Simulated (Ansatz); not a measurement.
`O[B](F)[AlH][F]` + H₂ → `[F][AlH2]` + `OBF`  (hydrogenolysis of the Al–B bond)

Gas-phase electronic energies from Ansatz, PBE0-D4/def2-TZVP geometries. CCSD(T)/CBS is the MP2 limit (def2-TZVPP, def2-QZVPP) plus CCSD(T) − MP2 in def2-TZVPP, frozen cores. This one scheme is used for every species. DFT in def2-TZVPP. B3LYP here is the variant with VWN-RPA as its local correlation; programs differ in this. HSE06 is defined as in plane-wave codes. One conformer a species, not always the lowest.

| level | ΔE (kJ/mol) | difference from CCSD(T)/CBS |
| --- | --- | --- |
| LDA (SPW92) | -40.3 | 11.6 |
| BLYP-D4 | -44.5 | 7.4 |
| B97M-V | -65.6 | -13.7 |
| r2SCANh-D4 | -49.6 | 2.3 |
| r2SCAN0-D4 | -53.2 | -1.3 |
| ωB97M-V | -53.8 | -1.9 |
| B2PLYP | -57.7 | -5.8 |
| BLYP | -52.1 | -0.2 |
| PBE0 | -50.1 | 1.8 |
| B3LYP | -57.7 | -5.8 |
| r2SCAN0 | -54.4 | -2.5 |
| HSE06 | -50.0 | 1.9 |
| HF/def2-SVP | -89.3 | -37.4 |
| CCSD(T)/def2-SVP | -65.6 | -13.7 |
| SCS-MP2/def2-QZVPP | -59.1 | -7.2 |
| MP2/CBS(def2) | -54.2 | -2.3 |
| CCSD(T)/CBS | -51.9 | 0 |

Q: What do rigid-rotor, harmonic-oscillator terms from PBE0-D4/def2-TZVP frequencies (298.15 K, 1 bar) make of the CCSD(T)/CBS value? (An estimate is asked.)

A: The calculation gave: ΔZPE = +11.2 kJ/mol, ΔH = -46.3 kJ/mol, ΔS = 25 J/(mol·K), ΔG = -53.7 kJ/mol.

Largest T1 diagnostic among the species: 0.014.

In def2-TZVPP, CCSD(T) changes the Hartree–Fock value by +28.5 kJ/mol (the triples alone add +5.2 kJ/mol) and MP2 by +26.3 kJ/mol. From r2SCAN to r2SCAN0 (25 % exact exchange), in def2-TZVPP and without D4, ΔE moves by −6.3 kJ/mol.
